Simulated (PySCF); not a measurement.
Si(SH)4 (H₄S₄Si), SMILES S[Si](S)(S)S.

Geometry: r2SCAN-D4/def2-SVP. The values are those of a single conformer.

Method: PBE/def2-TZVP in PySCF.

Gas-phase values at a fixed geometry.

Problem. Estimate the frontier levels, gap, dipole moment and polarisability. (Estimate from the structure and the level; the computed values follow.)

Solution. 
```
Quantity                                                                                                         Result
---------------------------------------------------------------------------------------------  ------------------------
highest occupied level                                                                                         -6.40 eV
lowest empty level                                                                                             -1.50 eV
orbital gap                                                                                                     4.90 eV
dipole moment                                                                                                    0.00 D
quadrupole, principal values (traceless, Buckingham form, about the centre of nuclear charge)     -0.68, 0.34, 0.34 D·Å
mean static polarisability                                                                       104.3 bohr³ (15.46 Å³)
polarisability, principal values                                                               97.2, 107.8, 107.8 bohr³
```
